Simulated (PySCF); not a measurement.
Compound: 1,2-dihydronaphthalene, C10H10.
SMILES: `C1=Cc2ccccc2CC1`

The closed-shell ground state was solved at several levels (PySCF, density fitting, gas phase, non-relativistic). One conformer (not necessarily the lowest) at the PBE0-D3(BJ)/def2-SVP geometry, without solvent, vibrations or thermal averaging.

```tsv
level	basis functions	HOMO (eV)	LUMO (eV)	gap (eV)	dipole (D)
KT2/pcSseg-1	220	-5.33	-1.73	3.60	0.64
PBE0/def2-SVPD	280	-6.23	-0.90	5.33	0.68
```

(1) What might PBE0/pcSseg-1 (220 basis functions) give for the same quantities?

(2) Over all these levels, which gives the widest orbital gap and which the narrowest?

(3) How far do the dipole and the HOMO energy spread over the levels?

Answers

(1) HOMO -6.24 eV, LUMO -0.89 eV, gap 5.35 eV, dipole 0.66 D.

(2) PBE0/pcSseg-1 (global hybrid, 25 % exact exchange) has the widest, 5.35 eV, and KT2/pcSseg-1 (GGA) the narrowest, 3.60 eV. The two share the basis. From the narrowest to the widest the HOMO moves by -0.91 eV and the LUMO by +0.84 eV.

(3) The dipole runs from 0.64 to 0.68 D (mean 0.66 D) and the HOMO from -6.24 to -5.33 eV.
